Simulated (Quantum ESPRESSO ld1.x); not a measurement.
The mean radii <r> (bohr) of the occupied orbitals of an atom or ion are listed with their occupations. Calculated with ld1.x of Quantum ESPRESSO 7.5: Dirac Kohn-Sham, relativistic LDA (MacDonald-Vosko exchange, VWN5 correlation), spin-unpolarised, spherical densities, point nucleus.

| orbital | occ. | <r> |
|---|---|---|
| 1s1/2 | 2 | 0.1310 |
| 2s1/2 | 2 | 0.6334 |
| 2p1/2 | 2 | 0.5790 |
| 2p3/2 | 1 | 0.5805 |
| 3s1/2 | 1 | 1.800 |

Name the element and its charge. Open shells, if any, fill j = l - 1/2 first.

Answer. Z = 12, magnesium, charge +4: Mg4+ in [He] 2s2 2p3 3s1. The 1s radius gives Z: for a bare nucleus <r> = (2 gamma + 1)/(2Z) with gamma = sqrt(1 - (Z/c)^2), 0.1247 bohr for Z = 12, and screening makes it slightly larger (0.1310 here). The occupations add up to 8, and the charge is Z minus that.
